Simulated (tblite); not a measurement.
Input of a run (GFN2-xTB geometry optimisation, gas phase (tblite 0.8.0)), started from a force field or distance geometry:
```
{"job": {"kind": "relax", "xc": "GFN2-xTB", "basis": "xTB"}, "charge": 0, "multiplicity": 1}
C      4.332000    -0.225500     0.035100
C      3.262000     0.564600     0.229900
C      1.959800    -0.098900     0.128100
N      0.810000     0.508500     0.279900
N     -0.305100    -0.126400     0.182600
C     -1.616300     0.551600     0.358600
C     -2.185400     0.963400    -0.978200
C     -2.532300    -0.356900     1.097000
C     -0.250300    -1.426900    -0.118500
P      1.611500    -1.779700    -0.242800
H      5.329600     0.194400     0.103400
H      4.210500    -1.284200    -0.198900
H      3.356500     1.616700     0.485800
H     -1.451900     1.459400     0.967200
H     -2.444100     0.055600    -1.569700
H     -1.397900     1.562400    -1.483100
H     -3.094900     1.576200    -0.906400
H     -3.045600    -1.017300     0.330400
H     -3.348900     0.283500     1.547700
H     -2.098500    -0.924000     1.936100
H     -1.109600    -2.079500    -0.243500
```

Output (eV, eV/Å):
```
step      E/eV     max force
  0    -786.13001    3.760
  1    -786.66072    1.744
  2    -786.90829    1.401
  3    -787.00020    0.889
  4    -787.08031    0.669
  5    -787.11154    0.558
  6    -787.14129    0.338
  7    -787.15118    0.263
  8    -787.15963    0.175
  9    -787.16287    0.113
 10    -787.16435    0.087
 11    -787.16532    0.099
 12    -787.16643    0.105
 13    -787.16778    0.107
 14    -787.16946    0.096
 15    -787.17133    0.112
 16    -787.17321    0.109
 17    -787.17490    0.093
 18    -787.17641    0.079
 19    -787.17786    0.079
 20    -787.17920    0.080
 21    -787.18032    0.069
 22    -787.18123    0.071
 23    -787.18204    0.075
 24    -787.18288    0.071
 25    -787.18370    0.071
 26    -787.18433    0.048
 27    -787.18476    0.045
 28    -787.18510    0.042
 29    -787.18546    0.044
 30    -787.18588    0.039
 31    -787.18629    0.042
 32    -787.18663    0.039
 33    -787.18689    0.042
 34    -787.18713    0.035
 35    -787.18739    0.036
 36    -787.18766    0.038
 37    -787.18791    0.037
 38    -787.18812    0.036
 39    -787.18833    0.033
 40    -787.18856    0.030
 41    -787.18880    0.038
 42    -787.18900    0.036
 43    -787.18913    0.027
 44    -787.18923    0.024
 45    -787.18933    0.026
 46    -787.18947    0.035
 47    -787.18963    0.034
 48    -787.18979    0.027
 49    -787.18992    0.028
 50    -787.19003    0.026
 51    -787.19015    0.022
 52    -787.19029    0.027
 53    -787.19046    0.027
 54    -787.19066    0.033
 55    -787.19088    0.037
 56    -787.19110    0.033
 57    -787.19132    0.035
 58    -787.19156    0.034
 59    -787.19183    0.037
 60    -787.19215    0.044
 61    -787.19247    0.045
 62    -787.19268    0.064
 63    -787.19285    0.035
 64    -787.19299    0.023
 65    -787.19309    0.018
 66    -787.19315    0.019
 67    -787.19327    0.023
 68    -787.19336    0.022
 69    -787.19345    0.023
 70    -787.19355    0.023
 71    -787.19368    0.034
 72    -787.19384    0.035
 73    -787.19401    0.034
 74    -787.19421    0.045
 75    -787.19448    0.050
 76    -787.19487    0.065
 77    -787.19535    0.069
 78    -787.19577    0.044
 79    -787.19611    0.047
 80    -787.19644    0.049
 81    -787.19689    0.066
 82    -787.19740    0.069
 83    -787.19765    0.061
 84    -787.19814    0.055
 85    -787.19843    0.044
 86    -787.19904    0.061
 87    -787.19939    0.053
 88    -787.19970    0.047
 89    -787.19990    0.036
 90    -787.20010    0.030
 91    -787.20024    0.031
 92    -787.20032    0.019
 93    -787.20037    0.015
 94    -787.20041    0.019
 95    -787.20049    0.023
 96    -787.20057    0.022
 97    -787.20065    0.020
 98    -787.20071    0.018
 99    -787.20078    0.019
100    -787.20084    0.015
101    -787.20090    0.022
102    -787.20094    0.022
103    -787.20099    0.017
104    -787.20105    0.021
105    -787.20111    0.017
106    -787.20115    0.016
107    -787.20118    0.013
108    -787.20121    0.013
109    -787.20125    0.016
110    -787.20129    0.018
111    -787.20133    0.025
112    -787.20139    0.024
113    -787.20146    0.019
114    -787.20155    0.018
115    -787.20163    0.017
116    -787.20170    0.021
117    -787.20178    0.023
118    -787.20189    0.026
119    -787.20203    0.027
120    -787.20213    0.024
121    -787.20219    0.016
122    -787.20223    0.012
123    -787.20227    0.013
124    -787.20231    0.013
125    -787.20234    0.011
126    -787.20236    0.011
127    -787.20239    0.012
128    -787.20243    0.014
129    -787.20249    0.017
130    -787.20255    0.019
131    -787.20261    0.022
132    -787.20267    0.023
133    -787.20274    0.021
134    -787.20282    0.021
135    -787.20289    0.017
136    -787.20293    0.015
137    -787.20296    0.011
138    -787.20299    0.011
139    -787.20301    0.009
```

Summarise the run.

The energy falls by 24.7 kcal/mol over 139 L-BFGS steps, the largest force on an atom goes from 3.76 to 0.009 eV/Å, and the atoms move by 0.338 Å rms after alignment. The bond that changes most is C9–P10 (ends: aromatic CH next to a ring nitrogen; phosphorus bonded to 2 C), which shortens by 0.180 Å. Bonds longer at the end by more than 0.005 Å: 6 of 21; shorter: 14. Among the angles that change most is C3–N4–N5, from 121.6° to 111.3°. Among the dihedrals that turn most is H14–C6–C8–H18, from 155° to 179°. The energy never rose by more than 1e-5 eV on the way. The first step brought 49 % of the lowering.

What are the final bond lengths?

C1=C2 1.327 Å, C2–C3 1.444 Å, C3–N4 1.317 Å, N4–N5 1.315 Å, N5–C6 1.450 Å, C6–C7 1.527 Å, C6–C8 1.527 Å, N5–C9 1.344 Å, C9–P10 1.719 Å, C3–P10 1.780 Å, C1–H11 1.076 Å, C1–H12 1.079 Å, C2–H13 1.082 Å, C6–H14 1.095 Å, C7–H15 1.088 Å, C7–H16 1.088 Å, C7–H17 1.087 Å, C8–H18 1.087 Å, C8–H19 1.087 Å, C8–H20 1.088 Å, C9–H21 1.075 Å. Numbering counts from 1 in the input's order; the species is `C=CC1=NN(C(C)C)C=P1`.

Its GFN2-xTB frequencies are all real (lowest 35 cm⁻¹). One conformer, not necessarily the lowest.

All values are computed, not measured.
